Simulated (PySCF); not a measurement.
PySCF input:

```python
from pyscf import gto, scf, mp, cc as ccmod

mol = gto.M(
    atom='''
    Si    0.42284829   -0.06539214    0.24138975
    Cl    0.32740414    1.60782671   -1.05753397
    Cl   -0.18479628   -1.64131461   -1.04048785
    Cl   -1.30933621    0.21391873    1.43197618
    O     1.73931324   -0.26897926    0.99291494
    ''',
    basis='cc-pvdz',
    charge=-1,
    spin=0,
    verbose=4,
)

mf = scf.RHF(mol)
mf.conv_tol = 1e-10
mf.max_cycle = 100
mf.kernel()
mp2 = mp.MP2(mf, frozen=21).run()
cc = ccmod.CCSD(mf, frozen=21)
cc.max_cycle = 100
cc.kernel()
et = cc.ccsd_t()
print(f'E(CCSD(T)) = {cc.e_tot + et:.9f}')
```

### Question
Which total energy does the run end on?

### Answer
-1743.27956 Eh (CCSD(T)/cc-pVDZ).

It need not be the lowest isomer of its formula. Whether it binds its extra electron was not tested at this geometry.
